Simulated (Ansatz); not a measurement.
Geometry optimisation, RKS B3LYP/def2-SVP in Ansatz 0.2.0.

The input (input.yaml):

```yaml
crystal:
  periodic: [false, false, false]
  atoms:
    - { symbol: B, position_ang: [-0.54773, 0.34755, -0.39962] }
    - { symbol: Se, position_ang: [0.86629, -0.83078, -0.74925] }
    - { symbol: Na, position_ang: [1.63117, -0.93347, 1.6811] }
    - { symbol: H, position_ang: [-1.60556, -0.08799, -0.13519] }
    - { symbol: H, position_ang: [-0.34417, 1.50469, -0.39704] }
basis:
  gaussian: { orbitals: def2-SVP }
hamiltonian:
  xc: b3lyp
relax:
  f_tol: 0.02
  max_steps: 50
```

Launched with:

```bash
$ ansatz run input.yaml --threads 1 --pin off --max-ram 2048MiB --backend cpu --events-out ev --progress --plain --runs-dir out
```

Where does it end, and by what steps?

It converged. After 14 steps the energy has fallen by 0.448 eV; H5 moved furthest, 1.24 Å. Joined: B1–Na3, Na3–H5.

```csv
step,energy less start (eV),largest force component (eV/Å),accepted
0,0.0000,0.950,yes
1,-0.0274,0.890,yes
2,-0.0821,0.167,yes
3,-0.0842,0.031,yes
4,-0.0857,0.030,yes
5,-0.0879,0.064,yes
6,-0.1127,0.172,yes
7,-0.1593,0.352,yes
8,-0.2247,0.542,yes
9,-0.3122,0.508,yes
10,-0.3887,0.512,yes
11,-0.4389,0.160,yes
12,-0.4394,0.155,yes
13,-0.4432,0.161,yes
14,-0.4482,0.018,yes
```

```xyz
5
Properties=species:S:1:pos:R:3
B -0.526 0.118 -0.281
Se 0.645 -1.289 -0.790
Na 1.732 -0.051 1.259
H -1.562 0.352 -0.857
H -0.289 0.870 0.670
```

Time of the run: 39 s on 1 thread of Intel(R) Xeon(R) Platinum 8375C CPU @ 2.90GHz (Ice Lake), with other jobs on the host, peak memory 0.16 GiB.
